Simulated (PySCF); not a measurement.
C$_{2}$H$_{4}$N (SMILES [CH]=NC), doublet, geometry from GFN2-xTB. Base run: CAMB3LYP/STO-3G run with PySCF.

The PySCF input:
```python
from pyscf import gto, scf, dft

mol = gto.M(
    atom='''
C     1.31120828   -0.15668231   -0.21200825
N     0.11562011   -0.33131293   -0.26397662
C    -1.07674994    0.25688588    0.27315521
H     1.96810973    0.54605768    0.28532144
H    -1.70417788    0.56801654   -0.56204592
H    -1.60723309   -0.51156564    0.83538198
H    -0.87278958    1.11546051    0.92229710
''',
    basis='sto-3g',
    spin=1,
    verbose=3,
)

mf = dft.UKS(mol)
mf.xc = 'camb3lyp'
mf.kernel()
```

Variants of this job, named by their change:

```csv
change,ΔE vs base (mEh),fitting functions,dipole (D)
base,0.000,-,1.90
auxbasis = even-tempered beta=1.6,-2.805,241,1.90
auxbasis = even-tempered beta=3.0,-5.796,111,1.90
auxbasis = cc-pvtz-jkfit,-0.119,357,1.90
auxbasis = cc-pvqz-jkfit,-0.082,522,1.90
auxbasis = autoaux,-2.924,226,1.90
auxbasis = default (with mf = mf.density_fit()),-0.861,299,1.90
auxbasis = def2-universal-jfit,-0.807,191,1.90
only_dfj = on; auxbasis = def2-universal-jfit,-1.386,191,1.90
auxbasis = even-tempered beta=2.0,-2.961,170,1.90
```

A fitting set is made for a task (jfit for Coulomb, jkfit for Coulomb and exchange, ri for correlation) and for a family of orbital bases.

Open shells are given as the SCF converged; they aren't shown to be the lowest states, and a large step between rows can be another state.
